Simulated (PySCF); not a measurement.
**Relaxation of quartet RuCl5**

Level of theory: UPBE0 in PySCF with Ru def2-SVP with ECP28, Cl def2-SVP; scalar-relativistic core potentials, no spin–orbit coupling; density-fitted integrals. A (50,194) grid was used.

A hand-made square pyramidal start, of C4v symmetry, held to at least that symmetry:

```xyz
6
charge 0 multiplicity 4, angstrom
Ru    0.0000    0.0000   -0.0477
Cl    0.0000    0.0000    2.1923
Cl    2.1911    0.0000   -0.5134
Cl    0.0000    2.1911   -0.5134
Cl   -2.1911    0.0000   -0.5134
Cl    0.0000   -2.1911   -0.5134
```

Optimiser trace:
| step | E − E(last) (kJ/mol) | largest gradient (Eh/bohr) |
| --- | --- | --- |
| 0 | 8.02 | 0.01485 |
| 1 | 2.65 | 0.00721 |
| 2 | 0.27 | 0.00534 |
| 3 | 0.08 | 0.00288 |
| 4 | 0.00 | 0.00010 |
| 5 | 0.00 | 0.00004 |

It ends at C4v with Ru–Cl 2.192 Å, Ru–Cl 2.261 Å (×4); Cl–Ru–Cl 88.6° (×4), Cl–Ru–Cl 99.0° (×4), Cl–Ru–Cl 162.1° (×2). A frequency run shows a minimum. Other isomers or separated fragments may lie lower.

With open d or f shells other occupations or spin states may lie lower.
